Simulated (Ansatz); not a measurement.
The cluster In5⁺ (the lowest singlet isomer of a short search), 5 atoms. Hardware: 4 threads of Arm Neoverse V2 on a shared host.

In the def2 sets In takes a core potential; there is no spin–orbit coupling. Correlated methods freeze 20 core orbitals; core or outer-core shells of In are correlated, in sets that lack core-valence functions.

Task: How many basis functions does each of these Ansatz runs have, and roughly what does it cost? ωB97X-V/def2-TZVP, charge 1 singlet, energy, from earlier orbitals; PBE-D4/def2-SVP, charge 1 triplet, energy with a search over starts; PBE-D4/def2-TZVP, charge 1 unrestricted singlet, energy, from earlier orbitals; PBE0-D4/def2-TZVP, charge 0 doublet at the geometry of the charge 1 singlet, energy; PBE-D4/def2-SVP, charge 1 singlet, energy, from earlier orbitals; PBE with 15 % exact exchange/def2-SVP, charge 1 triplet, energy, from earlier orbitals; MP2/def2-TZVP, charge 1 singlet, energy, from earlier orbitals; r2SCAN-D4/def2-TZVP, charge 1 triplet, energy, from earlier orbitals; PBE-D4/def2-TZVP, charge 1 singlet, energy, from earlier orbitals; r2SCAN-D4/def2-TZVP, charge 1 singlet, energy and forces, from earlier orbitals; PBE with 15 % exact exchange/def2-SVP, charge 1 singlet, energy, from earlier orbitals; PBE0-D4/def2-TZVP, charge 1 unrestricted singlet, energy, from earlier orbitals.

Result: Other jobs shared the machine, so times can vary by a factor of up to 3. A dash marks memory too small to be measured apart from the calling script's.

```csv
run,functions,fitting or Cholesky vectors,wall time,peak host memory (GiB)
"PBE-D4/def2-SVP, charge 1 singlet, energy, from earlier orbitals",130,1580,1.6 s,–
"PBE with 15 % exact exchange/def2-SVP, charge 1 singlet, energy, from earlier orbitals",130,1695,3.1 s,–
"PBE-D4/def2-TZVP, charge 1 singlet, energy, from earlier orbitals",250,1940,4 s,–
"PBE with 15 % exact exchange/def2-SVP, charge 1 triplet, energy, from earlier orbitals",130,1695,6.5 s,0.72
"r2SCAN-D4/def2-TZVP, charge 1 singlet, energy and forces, from earlier orbitals",250,1940,9.5 s,–
"MP2/def2-TZVP, charge 1 singlet, energy, from earlier orbitals",250,2455,12 s,1
"PBE-D4/def2-SVP, charge 1 triplet, energy with a search over starts",130,1580,13 s,–
"PBE-D4/def2-TZVP, charge 1 unrestricted singlet, energy, from earlier orbitals",250,1940,20 s,1
"ωB97X-V/def2-TZVP, charge 1 singlet, energy, from earlier orbitals",250,2260,28 s,1.2
"r2SCAN-D4/def2-TZVP, charge 1 triplet, energy, from earlier orbitals",250,1940,50 s,1.1
"PBE0-D4/def2-TZVP, charge 1 unrestricted singlet, energy, from earlier orbitals",250,2405,1.7 min,1.5
"PBE0-D4/def2-TZVP, charge 0 doublet at the geometry of the charge 1 singlet, energy",250,2405,2.7 min,1.6
```
